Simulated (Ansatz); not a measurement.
Consider the atomization: `Cc1cncc(C)c1` → 7 C• + 9 H• + N•.

Program: Ansatz. Geometries: PBE0-D4/def2-TZVP. ΔE: electronic, gas phase. CBS: MP2 limit from def2 TZ/QZ plus the TZ coupled-cluster correction, frozen cores. This one scheme is used for every species, atoms too. For atomizations the MP2-based limit and the directly extrapolated one differ by several kJ/mol either way, and by 10 to 25 for some Ge, Se and Sn compounds, so smaller differences from it don't rank the levels. Functionals use def2-TZVPP. B3LYP here is the variant with VWN-RPA as its local correlation; programs differ in this. No spin–orbit coupling; open shells (•) take unrestricted orbitals. Spin–orbit coupling would lower the free atoms: a little for C.

Task: What is ΔE at CCSD(T)/CBS? (Best estimate.)

Result: The calculation gave: +79.25 eV.

Task: What do these levels give: revPBE-D4, B3LYP-D4, r2SCANh-D4, CCSD(T)/def2-SVP, MP2/def2-TZVPP, HF/CBS(def2)? (An estimate is asked.)

Result: Computed: revPBE-D4 80.33, B3LYP-D4 79.80, r2SCANh-D4 79.47, CCSD(T)/def2-SVP 76.39, MP2/def2-TZVPP 79.30, HF/CBS(def2) 58.27 eV.

Largest T1 diagnostic among the species: 0.010.

From PBE to PBE0 (25 % exact exchange), in def2-TZVPP and without D4, ΔE moves by −1.52 eV: exact exchange takes away binding that semilocal exchange gives to molecules. Leaving LDA and LC-ωPBE aside and taking each functional with its dispersion term where it has one, the values, not all of them listed here, spread over 5.04 eV, from BHLYP-D4 to PBE-D4. LDA lies +9.90 eV from PBE without D4, its usual overbinding. At CCSD(T), def2-SVP lies −2.86 eV from the extrapolated value and def2-TZVPP −1.87 eV: correlation converges slowly with the basis, and small sets miss more of it in the bonded molecule than in its fragments.
